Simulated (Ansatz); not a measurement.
Basis-set extrapolation for `FC1(CCl)O[SiH2]1` (PBE0-D4/def2-TZVP geometry, frozen core, Ansatz). Multiplicity 1, RHF reference.

```json
{"": "HF", "def2-TZVPP": "-1000.899937", "def2-QZVPP": "-1000.933324"}
{"": "MP2 correlation", "def2-TZVPP": "-1.118907", "def2-QZVPP": "-1.212217"}
{"": "CCSD(T) correlation", "def2-TZVPP": "-1.205937", "def2-QZVPP": "not run"}
```

Energies in hartree. Use E(X) = E(∞) + A·exp(−7.88·√X) for Hartree–Fock and E(X) = E(∞) + B·X^(−2.97) for correlation, with X = 3 and 4, and add CCSD(T) minus MP2 of the smaller set to the MP2 limit.

Q: What is the CCSD(T) energy at the basis-set limit?

A: HF limit: -1000.933324 + (-0.033387) × 0.13774 = -1000.93792. MP2 limit: -1.212217 + (-0.093310) × 0.74074 = -1.28134. Higher-order term: -1.205937 − (-1.118907) = -0.08703. Total: -1002.30629 hartree, 526.2 kJ/mol below CCSD(T)/def2-TZVPP.
